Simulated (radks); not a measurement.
Results of a calculation; reference values are marked as such.
The mean radii <r> (bohr) of the occupied orbitals of an atom or ion are listed with their occupations. Level of theory: non-relativistic Kohn-Sham, PBE, spin-polarised, spherical densities, point nucleus (a radial shooting solver on a logarithmic mesh with Libxc functionals).

| orbital | occ. | <r> |
|---|---|---|
| 1s down | 1 | 0.05290 |
| 1s up | 1 | 0.05290 |
| 2s up | 1 | 0.2387 |
| 2s down | 1 | 0.2386 |
| 2p up | 3 | 0.2078 |
| 2p down | 3 | 0.2078 |
| 3s up | 1 | 0.7198 |
| 3s down | 1 | 0.7205 |
| 3p up | 3 | 0.7488 |
| 3p down | 3 | 0.7500 |
| 3d up | 5 | 0.9131 |
| 3d down | 4 | 0.9232 |

Name the element and its charge. Open shells, if any, are filled with parallel spins first.

Answer. Z = 29, copper, charge +2: Cu2+ in [Ar] 3d9. The 1s radius gives Z: for a bare nucleus <r> = 1.5/Z, 0.05172 bohr for Z = 29, and screening makes it slightly larger (0.05290 here). The occupations add up to 27, and the charge is Z minus that.
